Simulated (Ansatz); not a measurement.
Basis sets compared for the cluster B3F3. Total charge 0; singlet. Geometry PBE0-D4/def2-SVP. Ansatz on 4 threads of Arm Neoverse V1 on a shared host; times are rough, and most runs start from earlier orbitals.

```xyz
6

B     0.1594    0.6645    0.8397
B     0.0030    0.5739   -0.7126
B    -0.1603   -0.9613   -0.4706
F    -0.2604   -2.1501    0.0050
F     0.0070    1.4203   -1.7646
F     0.2514    0.4526    2.1031
```

The restricted singlet is unstable towards broken spin symmetry in Hartree–Fock (as tested in another run); at PBE-D4/def2-SVP, PBE-D4/def2-TZVP, PBE0-D4/def2-SVP, PBE0-D4/def2-TZVP this wasn't settled. The structure comes from a short search, and lower isomers may exist.

Binding counts from free atoms (B doublet, F doublet) in the same basis, without a counterpoise term.

| level | functions | energy (Eh) | HOMO (eV) | LUMO (eV) | binding per atom (eV) | wall time |
| --- | --- | --- | --- | --- | --- | --- |
| PBE-D4/def2-SVP | 84 | -373.4389 | -5.08 | -4.07 | 4.88 | 0.6 s |
| PBE0-D4/def2-SVP | 84 | -373.4394 | -6.16 | -3.25 | 4.65 | 0.6 s |

Question: Estimate the rows for PBE-D4/def2-TZVP (with forces), PBE0-D4/def2-TZVP.

Answer: 
```
                         level  functions  energy (Eh)  HOMO (eV)  LUMO (eV)  binding per atom (eV)  wall time
PBE-D4/def2-TZVP (with forces)        186    -373.8858      -5.20      -4.16                   4.75      1.4 s
             PBE0-D4/def2-TZVP        186    -373.8882      -6.23      -3.28                   4.56      1.6 s
```
